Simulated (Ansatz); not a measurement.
**HfS: shapes and states compared**

Computed with Ansatz's Gaussian-basis code (development build). Basis cc-pwCVTZ-PP on Hf, cc-pV(T+d)Z on S, scalar-relativistic core potentials (60 electrons on Hf), no spin–orbit coupling, 5 orbitals frozen in the corrections; active space CAS(8,9). Restricted Hartree–Fock, then the lowest state-specific CASSCF solution met for each case. Coupled cluster stands on the determinant that it favours, not always the lowest RHF. Single-reference values can break down or jump between states where bonds are stretched. Solutions in different active orbitals can move differences by tenths of an eV and at times more than 1 eV.

Case A, singlet: bond length 2.4794 Å.

Case B, triplet: bond length 2.1560 Å.

Energy less that of case A, in eV:

```tsv
case	RHF/ROHF	CASSCF	CCSD(T)
B	-0.815	-0.157	+0.124
```

(1) What does SC-NEVPT2 give for these differences?

(2) Which case is lowest, and do the methods agree?

Answers

(1) B: +0.053 eV (1.2 kcal/mol).

(2) A is lowest in SC-NEVPT2. RHF/ROHF puts B lowest. CASSCF puts B lowest.
